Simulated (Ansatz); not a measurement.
Abridged output of a molecular run in Ansatz:

```
Functional definition: HF
1609 factors; integrals over basis functions are off by at most 1.5e-3 eV
mean field evaluation 1: about -79765.2734 eV, gradient 3.3e1 eV
mean field evaluation 2: about -79765.5107 eV, gradient 3.3e1 eV
mean field evaluation 4: about -79768.7901 eV, gradient 3.9e0 eV
mean field evaluation 8: about -79768.8622 eV, gradient 3.2e-1 eV
mean field evaluation 16: about -79768.8632 eV, gradient 1.7e-6 eV
mean field -79768.86324087 eV, -2931.4516548244 hartree, gradient 1.7e-6 eV, S^2 0.000000; 0 other end points of the search recorded, 0 dependent functions left out
17 core orbitals not correlated: weight in the atoms' cores, before any rotation towards them, 1.000 or more for the frozen orbitals, at most 0.000 for the correlated occupied ones
reference -79768.86324087 eV, -2931.4516548244 hartree; 19, 19 occupied and 231, 231 virtual orbitals, 1609 factors
second order -23.26862901 eV of doubles, -0.00000000 eV of singles
cycle   1  -23.60639247 eV  change   -3.4e-1 eV  update   1.1e-1
cycle   2  -24.25127861 eV  change   -6.4e-1 eV  update   3.3e-2
cycle   3  -24.36855704 eV  change   -1.2e-1 eV  update   1.5e-2
cycle   4  -24.35853747 eV  change    1.0e-2 eV  update   3.7e-3
cycle   5  -24.35950967 eV  change   -9.7e-4 eV  update   1.6e-3
cycle   6  -24.35991224 eV  change   -4.0e-4 eV  update   4.3e-4
cycle   7  -24.35978106 eV  change    1.3e-4 eV  update   2.0e-4
cycle   8  -24.35975595 eV  change    2.5e-5 eV  update   7.3e-5
cycle   9  -24.35978360 eV  change   -2.8e-5 eV  update   2.8e-5
perturbative correction -1.03159711 eV, -0.0379104946 hartree
Total energy: -79794.25462158 eV, -2932.3847708547 hartree
```

Its atoms:

```xyz
11

C     1.199    0.328    0.872
C     0.225    0.948   -0.065
Br    0.554    2.827   -0.285
C    -0.782    0.371   -0.719
Al   -1.256   -1.505   -0.615
H     1.142    0.805    1.853
H     1.001   -0.740    0.983
H     2.220    0.466    0.508
H    -1.377    1.018   -1.360
H    -0.433   -2.509    0.296
H    -2.493   -2.010   -1.468
```

Question: Which basis set was used?
A. def2-TZVPP
B. def2-SVPD
C. cc-pV(D+d)Z
D. def2-TZVPPD

Answer: A. It gives 267 functions.

Question: Write the keys of the input that set method, charge and spin (a neutral closed shell needs none for the last two).

Answer: 
```yaml
correlation: {method: ccsd_t}
```
